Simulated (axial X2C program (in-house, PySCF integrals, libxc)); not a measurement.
# Working with the constants of ScBr

A bond curve at the CCSD(T) level, with spin–orbit coupling, was computed with an in-house all-electron X2C program for linear molecules (integrals from PySCF) (basis Br dyall-cv3z [8s9p6d4f1g], Sc dyall-cv3z [10s11p7d5f2g] (cores contracted in-house)) for the state Ω = 1 (⟨Sz⟩ = -1.00, ⟨Lz⟩ = 2.00 at HF). Its fit gives Re = 2.5323 Å, ωe = 292.3 cm⁻¹, ωexe = 0.789 cm⁻¹ and αe = 3.573e-04 cm⁻¹; the masses are 78.9183 and 44.9559 u. Two-component means X2C with spin–orbit coupling and atomic mean-field Coulomb and Gaunt terms.

Correlated methods: 10 electrons correlated (number of frozen shells: Br 3 s, 2 p, 1 d; Sc 3 s, 2 p), 316 virtual spin orbitals or spinors in MP2, 90 natural virtuals in coupled cluster.

Find the reduced mass, Be and the force constant.

From the CCSD(T) values: μ = 28.6407 u. Be = 16.8576/(μ Re²) = 0.09179 cm⁻¹. k = 5.8918×10⁻⁷ μ ωe² = 1.44 mdyn/Å.

A Morse curve ties αe to the other constants (Pekeris). How well does that hold?

αe(Morse) = 6Be²/ωe × (√(ωexe/Be) − 1) = 3.341e-04 cm⁻¹; the CCSD(T) curve gives 3.573e-04 cm⁻¹, a ratio of 0.94.

Estimate De from a Morse curve and compare with the computed well depth of 3.531 eV to Br + Sc.

De(Morse) = ωe²/(4ωexe) = 3.357 eV against 3.531 eV computed, a ratio of 0.95. For De the Morse form works well here.

Estimate the centrifugal constant by the Kratzer relation.

D = 4Be³/ωe² = 3.62e-08 cm⁻¹.

Where do the fundamental and the first overtone lie?

ν(1←0) = ωe − 2ωexe = 290.7 cm⁻¹; ν(2←0) = 2ωe − 6ωexe = 579.9 cm⁻¹.

The state is a single determinant with fixed occupations, the lowest that a limited PBE0 search found. Dissociation energies refer to the lowest single-determinant-based atoms at the same level and basis. Coupled cluster ran in a truncated set of natural virtual spinors; the MP2 energy of the rest was added. (T) has no such correction and the atoms are truncated less, which lowers De at CCSD(T) by a hundredth of an eV or more. Other states lie close and PBE0, whose exact exchange favours high spin, may order them wrongly; the determinant shown need not be the ground state. The nearest other 2c determinant of the search, Ω = 3, lies 0.02 eV up at the distance of the search. With several unpaired electrons one determinant need not be a pure state. The outer-core s and p shells of the metal are frozen in the correlated rows, which leaves out core–valence correlation; for alkali and alkaline-earth bonds that tends to lengthen them. With the outer-core shells frozen, correlated bond lengths of heavy atoms tend to come out a few hundredths of an ångström too long.
